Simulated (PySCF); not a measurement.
**Dipole response of Tc(2+) (technetium, charge +2)**

[Kr] 4d5, high-spin 6S determinant. All numbers are calculated (PySCF 2.14, scalar relativity through the core potential, in aug-cc-pwCVDZ-PP with ECP28MDF). Coupled (time-dependent) response in atomic units; α is the mean over directions. A double-zeta set is small for polarisabilities.

| method | mean α (bohr³) | C₆ (like pair) | S(−4) |
| --- | --- | --- | --- |
| UHF | 8.065 | 42.87 | 18.99 |
| PBE | 9.238 | 49.77 | 29.85 |
| PBE0 | 8.797 | 47.21 | 25.29 |
| MN15 | 9.119 | 48.85 | 27.80 |
| B3LYP | 8.925 | 47.90 | 26.70 |

S(−4) is the Cauchy moment in α(ω) = α(0) + S(−4) ω² + …

α(iu) at UHF:

```json
{"u (hartree)": "0", "α(iu) (bohr³)": "8.065"}
{"u (hartree)": "0.0500", "α(iu) (bohr³)": "8.018"}
{"u (hartree)": "0.100", "α(iu) (bohr³)": "7.883"}
{"u (hartree)": "0.200", "α(iu) (bohr³)": "7.416"}
{"u (hartree)": "0.300", "α(iu) (bohr³)": "6.820"}
{"u (hartree)": "0.500", "α(iu) (bohr³)": "5.644"}
{"u (hartree)": "0.750", "α(iu) (bohr³)": "4.469"}
{"u (hartree)": "1.00", "α(iu) (bohr³)": "3.591"}
{"u (hartree)": "1.50", "α(iu) (bohr³)": "2.420"}
{"u (hartree)": "2.00", "α(iu) (bohr³)": "1.714"}
{"u (hartree)": "3.00", "α(iu) (bohr³)": "0.9650"}
{"u (hartree)": "5.00", "α(iu) (bohr³)": "0.4131"}
```

A single London oscillator, α(iu) = α/(1 + u²/ω²), gives C₆ = (3/4) ω α². Matching the computed C₆ needs ω = 4 × 42.87 / (3 × 8.065²) = 0.879 hartree.

For an ion, C₆ is the dispersion term alone; charge-induced terms of lower order in 1/R come first.

Energies and moments cover only the electrons outside the core potential.
